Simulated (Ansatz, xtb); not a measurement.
**Two isomers of C5H5FSe**

We compare X, `Cc1ccc(F)[se]1`, a singlet, with Y, `Cc1c[se]cc1F`, a singlet. Both are isolated molecules in the gas phase, relaxed with PBE-D3(BJ)/def2-SVP.

Problem. Which of the two would you expect CCSD(T)/def2-SVP + ΔMP2/def2-TZVPP electronic energies to favour?

Solution. Structure Y; the calculation gives E(Y) − E(X) = −4.7 kcal/mol.

How the difference moves with the method:

```tsv
level	geometry	E(Y) − E(X) (kcal/mol)	departure from the last row (kcal/mol)	job, with rough time for the two
GFN2-xTB	GFN2-xTB	−3.1	+1.5	optimisation, 0.17 s
HF/STO-3G	GFN2-xTB	+0.4	+5.0	single point, 0.54 s
r2SCAN-D4/def2-SVP	GFN2-xTB	−4.4	+0.2	single point, 3.5 s
PBE-D3(BJ)/def2-SVP	PBE-D3(BJ)/def2-SVP	−3.6	+1.0	optimisation, 26 s
HF/def2-SVP	PBE-D3(BJ)/def2-SVP	−5.3	−0.7	part of the CCSD(T) run
MP2/def2-SVP	PBE-D3(BJ)/def2-SVP	−4.7	−0.1	part of the CCSD(T) run
CCSD(T)/def2-SVP	PBE-D3(BJ)/def2-SVP	−4.5	+0.2	single point
CCSD(T)/def2-SVP + ΔMP2/def2-TZVPP	PBE-D3(BJ)/def2-SVP	−4.7		single point, 60 s
```

As drawn, both hold the same kinds of bond in the same numbers.

HF/STO-3G finds them nearly level. The largest departure from CCSD(T)/def2-SVP + ΔMP2/def2-TZVPP is that of HF/STO-3G, 5.0 kcal/mol. The last row adds to CCSD(T) the change of the MP2 difference between the two basis sets, here −0.2 kcal/mol.

With thermal terms from frequencies at re-optimised GFN2-xTB minima (ideal gas, soft modes damped towards free rotors, one conformer each, 298.15 K, 1 atm): on the last row, ΔE + ΔZPE = −4.8, ΔH = −4.9, ΔG = −4.7 kcal/mol.

The correlated steps freeze 15 core orbitals; the filled d shell of Se is correlated, in a basis made for valence electrons. Programs: Ansatz 0.2.0, xtb 6.7.1; the last row on 2 threads of Intel(R) Xeon(R) 6975P-C (Granite Rapids) on a shared host.
